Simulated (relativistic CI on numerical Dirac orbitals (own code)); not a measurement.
## Ti3+ in a cubic cluster: 2p photoemission with charge transfer

Computed with a charge-transfer multiplet model of a cubic metal-ligand cluster with up to 2 ligand holes, Slater and spin-orbit integrals from Dirac-Coulomb-Breit ions, Slater integrals scaled by 0.8. The ground state mixes d1 with configurations of k ligand holes L, whose averages lie at kΔ + k(k − 1)U_dd/2; a core hole lowers each added d electron by U_cd. 300 K, Lorentzian 0.6 eV and Gaussian 0.8 eV FWHM.

Atomic integrals in eV (Slater integrals scaled, ζ unscaled), ground: F2dd 6.578, F4dd 4.090, zeta_d 0.017; with the core hole: F2dd 6.578, F4dd 4.090, zeta_d 0.032, zeta_core 3.741, F2cd 5.066, G1cd 3.785, G3cd 2.149. Where a configuration has fewer than two d electrons, the dd integrals are those of d2.

Cluster parameters (eV): Δ = 6.6, U_dd = 5.4, U_cd = 7, 10Dq(ligand) = 1.1, V(eg) = 2.8, V(t2g) = -1.3, final-state hopping factor = 1.

```tsv
Case	n_d	d1	d2L	d3L2	S
10Dq = -0.1 eV	1.46	0.59	0.37	0.05	0.50
10Dq = 0.5 eV	1.45	0.60	0.36	0.05	0.50
10Dq = 1.1 eV	1.43	0.61	0.35	0.04	0.50
```

Weights, n_d and S are thermal averages at 300 K. Binding energies count from the first peak over 30 % of the highest in each spectrum, which can be another peak from case to case. The parameters are a model scan and need not match a compound or its usual spin state. A negative ionic 10Dq is a model choice; hopping adds the covalent part of the field. Peaks in eV (height, largest 100):
- 10Dq = -0.1 eV: 0.0 (100), 2.4 (13), 5.7 (38), 11.1 (17), 17.0 (8)
- 10Dq = 0.5 eV: 0.0 (100), 2.9 (10), 5.8 (37), 11.0 (17), 17.0 (8)
- 10Dq = 1.1 eV: 0.0 (100), 3.4 (10), 5.8 (37), 11.0 (17), 16.9 (8)

Curve for 10Dq = -0.1 eV (points under 2 left out, the grid thinned):

E (eV), Intensity and a bar:
```
     -3.4        2.1 
     -2.9        2.9 
     -2.4        4.3 #
     -1.9        7.7 ##
     -1.4       18.2 #####
     -0.9       47.1 ##############
     -0.4       86.4 ##########################
      0.1       98.8 ##############################
      0.6       72.2 ######################
      1.1       39.1 ###########
      1.6       18.3 #####
      2.1       12.4 ###
      2.6       12.4 ###
      3.1        8.8 ##
      3.6        7.4 ##
      4.1       10.4 ###
      4.6       18.4 #####
      5.1       30.6 #########
      5.6       37.6 ###########
      6.1       36.0 ###########
      6.6       27.7 ########
      7.1       19.3 #####
      7.6       16.6 #####
      8.0       15.7 ####
      8.5       12.0 ###
      9.0        7.3 ##
      9.5        5.7 #
     10.0        7.9 ##
     10.5       13.1 ###
     11.0       16.8 #####
     11.5       14.9 ####
     12.0       11.1 ###
     12.5        7.4 ##
     13.0        5.0 #
     13.5        4.0 #
     14.0        3.0 
     14.5        2.0 
     16.0        3.0 
     16.5        5.9 #
     17.0        8.3 ##
     17.5        6.3 #
     18.0        3.9 #
     18.5        3.4 
     19.0        3.2 
     19.5        2.1
```

For the case 10Dq = 0.5 eV, Δ = 6.6 eV is larger than U_dd = 5.4 eV, the Mott-Hubbard side of the Zaanen-Sawatzky-Allen scheme. With the core hole the average of the configuration with one ligand hole lies at Δ − U_cd = -0.4 eV before mixing: the effective hopping of about 6.1 eV (from the holes of the mixed ground state) is comparable with this gap or larger, so the configurations mix strongly.
